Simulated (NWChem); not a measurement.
Molecule: CH₉AlO₂Si₂; SMILES [O]([Al]([CH3])[O][SiH3])[SiH3]

```xyz
15

Al     0.9565    -0.0182    -0.0215
C      2.9040     0.0077    -0.0651
H      3.3004     1.0280    -0.0883
H      3.2829    -0.5263    -0.9449
H      3.3196    -0.4976     0.8154
O      0.1209    -1.5046    -0.0567
Si    -1.0306    -2.6755    -0.0687
H     -1.0261    -3.3947    -1.3722
H     -2.3911    -2.1043     0.1407
H     -0.7723    -3.6632     1.0150
O      0.0507     1.4231     0.0544
Si    -1.0177     2.6662     0.1313
H     -2.1236     2.4832    -0.8495
H     -0.3363     3.9540    -0.1764
H     -1.6115     2.7675     1.4932
```
Atoms are numbered in this order, from 1.

STO-3G and 3-21G are far too small for this property and stand as cheap habits. Coordinates come from a B3LYP/6-31G* (spherical d) optimisation.

Problem. Give the principal values of the shielding tensors (ppm) of Al1, C2, O6, Si7, O11 from Hartree-Fock/STO-3G, GIAO (NWChem), with their diamagnetic and paramagnetic parts as GIAO splits them.

Solution. 
```csv
atom,σ11,σ22,σ33,isotropic,diamagnetic,paramagnetic
Al1,467.6,475.4,522.2,488.4,780.3,-291.9
C2,239.9,253.3,255.3,249.5,248.2,1.3
O6,333.1,584.2,678.7,532.0,386.9,145.0
Si7,585.1,588.8,689.0,621.0,867.1,-246.1
O11,329.3,583.1,685.4,532.6,387.4,145.2
```
